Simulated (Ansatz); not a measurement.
Start from `F/C=N\B[SiH3]` and change one atom or group to get `C/N=C\F`.

Ansatz, PBE0-D4/def2-TZVP geometries, multiplicity 1. Each molecule was computed in one conformer, which needn't be the lowest.

```csv
property,`F/C=N\B[SiH3]`
HOMO energy (ωB97M-V/def2-TZVPP) / eV,-9.88
HOMO–LUMO gap (ωB97M-V/def2-TZVPP) / eV,10.75
HOMO–LUMO gap (PBE0/def2-TZVPP) / eV,6.73
size of the dipole moment (PBE/def2-TZVPP) / D,1.67
LUMO energy (B3LYP/def2-TZVPP) / eV,-1.26
zero-point energy (PBE0-D4/def2-TZVP) / kJ/mol,160.3
```

(1) What does the change do to each property? (An estimate is asked.)

Answers

(1) Computed: 
```csv
property,`C/N=C\F`,shift
HOMO energy (ωB97M-V/def2-TZVPP) / eV,-10.46,-0.58
HOMO–LUMO gap (ωB97M-V/def2-TZVPP) / eV,12.83,2.08
HOMO–LUMO gap (PBE0/def2-TZVPP) / eV,8.18,1.45
size of the dipole moment (PBE/def2-TZVPP) / D,0.32,-1.35
LUMO energy (B3LYP/def2-TZVPP) / eV,-0.18,1.08
zero-point energy (PBE0-D4/def2-TZVP) / kJ/mol,161.3,1.0
```

With PBE0 the HOMO falls by 0.26 eV and the LUMO rises by 1.20 eV, so the gap widens by about 1.46 eV. PBE moves the HOMO by 0.14 eV and ωB97M-V by -0.58 eV. The zero-point energy changes by 1.0 kJ/mol with -6 modes. Dipoles are sizes alone; their direction can turn.

Positive LUMOs are unbound, so they and the gaps depend on the basis.

B3LYP here is the variant with VWN-RPA as its local correlation; programs differ in this.
